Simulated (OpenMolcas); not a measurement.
**Ho²⁺: CASPT2 settings compared**

```json
{
  "Program": "OpenMolcas",
  "Basis": "ANO-R2 [8s6p4d3f1g]",
  "Scalar Hamiltonian": "X2C, finite nucleus",
  "Active space": "11 electrons in 7 orbitals (4f)",
  "State averaging": "2S+1 = 4 odd, 35 roots; 2S+1 = 2 odd, 89 roots kept (CI in the orbitals of an earlier block)",
  "Spin-orbit coupling": "state interaction with AMFI integrals over the reference wave functions, term energies averaged over their components"
}
```

Methods on the same reference wave functions:
A. CASSCF
B. SS-CASPT2, IPEA 0.5 Eh, no level shift (closed shells correlated: 4d 5s 5p)
C. SS-CASPT2, IPEA 0.35 Eh, imaginary shift 0.2 Eh (closed shells correlated: 4d 5s 5p)
D. SS-CASPT2, IPEA 0.35 Eh, imaginary shift 0.1 Eh (closed shells correlated: 5s 5p)
E. MS-CASPT2, IPEA 0.35 Eh, imaginary shift 0.1 Eh (closed shells correlated: 5s 5p)
F. MS-CASPT2, IPEA 0.35 Eh, imaginary shift 0.2 Eh (closed shells correlated: 4d 5s 5p)

Energies in cm⁻¹ above 4f¹¹ ⁴I°_15/2, the measured ground level; measured values from Martin, Zalubas and Hagan, Atomic Energy Levels: The Rare-Earth Elements, NSRDS-NBS 60 (1978); whole-number values converted from NIST levels in rydberg listed in Nahar, Atoms 12, 24 (2024).

```json
{"Level": "4f¹¹ ⁴I°_15/2", "A": "0.0", "B": "0.0", "C": "0.0", "D": "0.0", "E": "0.0", "F": "0.0", "Measured": "0.0"}
{"Level": "4f¹¹ ⁴I°_13/2", "A": "5548", "B": "5570", "C": "5580", "D": "5570", "E": "5570", "F": "5580", "Measured": "5439"}
{"Level": "4f¹¹ ⁴I°_11/2", "A": "9083", "B": "8930", "C": "8910", "D": "8950", "E": "8950", "F": "8910", "Measured": "8644"}
{"Level": "4f¹¹ ⁴I°_9/2 [69 %]", "A": "11598", "B": "11210", "C": "11140", "D": "11260", "E": "11260", "F": "11140", "Measured": "10770"}
{"Level": "4f¹¹ ⁴F°_9/2 [64 %]", "A": "17359", "B": "14700", "C": "14500", "D": "14940", "E": "14930", "F": "14480", "Measured": "13330"}
{"Level": "4f¹¹ ²H°_11/2(1) [64 %]", "A": "20332", "B": "18450", "C": "18270", "D": "18710", "E": "18710", "F": "18270", "Measured": "16891"}
{"Level": "4f¹¹ ⁴S°_3/2 [74 %]", "A": "21430", "B": "18140", "C": "17860", "D": "18380", "E": "18420", "F": "18000", "Measured": ""}
{"Level": "4f¹¹ ⁴F°_7/2", "A": "22739", "B": "19630", "C": "19420", "D": "19910", "E": "19900", "F": "19390", "Measured": "17867"}
{"Level": "4f¹¹ ⁴F°_5/2", "A": "24625", "B": "21370", "C": "21150", "D": "21660", "E": "21650", "F": "21120", "Measured": "19375"}
{"Level": "4f¹¹ ⁴F°_3/2 [69 %]", "A": "24802", "B": "21530", "C": "21300", "D": "21820", "E": "21820", "F": "21300", "Measured": ""}
{"Level": "4f¹¹ ²K°_15/2", "A": "29051", "B": "27220", "C": "27020", "D": "27710", "E": "27710", "F": "27020", "Measured": ""}
{"Level": "4f¹¹ ⁴G°_11/2 [75 %]", "A": "29704", "B": "25610", "C": "25430", "D": "26090", "E": "26090", "F": "25430", "Measured": ""}
{"Level": "4f¹¹ ²G°_7/2 [66 %]", "A": "30412", "B": "27700", "C": "27470", "D": "28040", "E": "28040", "F": "27470", "Measured": ""}
{"Level": "4f¹¹ ²K°_13/2", "A": "33812", "B": "31900", "C": "31690", "D": "32410", "E": "32410", "F": "31690", "Measured": ""}
{"Level": "4f¹¹ ²P°_1/2", "A": "36551", "B": "32430", "C": "32140", "D": "32850", "E": "32850", "F": "32140", "Measured": ""}
{"Level": "4f¹¹ ⁴G°_7/2 [73 %]", "A": "36714", "B": "32530", "C": "32340", "D": "33010", "E": "33010", "F": "32340", "Measured": ""}
{"Level": "4f¹¹ ²D°_5/2(1)", "A": "37846", "B": "34100", "C": "33830", "D": "34520", "E": "34520", "F": "33830", "Measured": ""}
{"Level": "4f¹¹ ⁴G°_5/2", "A": "38277", "B": "33620", "C": "33460", "D": "34180", "E": "34180", "F": "33460", "Measured": ""}
```

Deviations, from unrounded energies. A percentage is the sum of absolute deviations over the sum of measured energies, with the sign that they share, or ± where signs differ.

| Against measurement | Levels | A | B | C | D | E | F |
| --- | --- | --- | --- | --- | --- | --- | --- |
| mean absolute deviation (cm-1) | 7 | 2700 | 1100 | 950 | 1200 | 1200 | 940 |
| fine structure of the ground term (%) | 3 | +5.5 | +3.5 | +3.1 | +3.7 | +3.7 | +3.1 |
| other terms of the ground configuration (%) | 4 | +26.1 | +9.9 | +8.7 | +11.5 | +11.4 | +8.6 |

C, F lie about equally close to measurement and A furthest from it. The largest miss of F in the table is 4f¹¹ ⁴F°_5/2, by +1700 cm-1. The ranking rests on the paired levels alone, and a cruder setting can come out closer through cancelling errors.

Among B to F the level of the table that moves most is 4f¹¹ ⁴G°_5/2, by 720 cm-1 (lowest in F, highest in E). Moves below CASPT2's spread within the term are not significant.

The mean deviations of B to F differ by less than CASPT2's widest spread within a term (1100 cm-1), so their order carries little weight.

From A to B the spin-free energies of the other terms of 4f¹¹ shown, above ⁴I°, scale by factors of 0.81 to 0.93, as is usual when dynamic correlation screens the repulsion within a d or f shell.

The lowest spin-free term lies below A's lowest term by 1.310 hartree in B, 1.317 hartree in C, 0.895 hartree in D, 0.895 hartree in E, 1.317 hartree in F.

CASPT2 does not keep the components of a term degenerate, so their means are used; among the terms shown or strongly mixed into the levels shown the widest spread is 1100 cm-1 (4f¹¹ ⁴I°, F). High states are left out of the spin-orbit mixing, which shifts the levels that they would mix with. Some levels mix across a computed gap that differs much from the measured one, so their mixing is not that of the real levels. Terms from blocks run as CI alone lack orbitals of their own. The CASPT2 spread within a term exceeds the gap to the next term for 4f¹¹ ⁴F° and 4f¹¹ ⁴S°, so the order of their levels is uncertain, and so are names and mixing where such terms share a J (figures for B; the like holds for C, D, E, F). Without dynamic correlation excited terms often stand tens of per cent too high (terms of higher spin than the ground term too low), and those without a measured partner can miss by more than the paired ones (holds for A). Blocks of more than 70 roots (2S+1 = 2 odd) ran without multistate coupling (holds for E; F). Measured partners are found by configuration, term and J. A level has none where our copy of the source lacks it or the pairing is in doubt (some pairs that miss far off the trend of their configuration count as doubtful), and it then counts in no deviation. Only configurations of the active space appear. The table leaves out levels that lie high or whose names do not pair safely across all columns.

A share in square brackets marks a mixed level and gives the weight of the term that names it, the lowest over the columns. A number in round brackets counts repeated terms of one configuration in the order of the reference energies. ° marks odd parity.
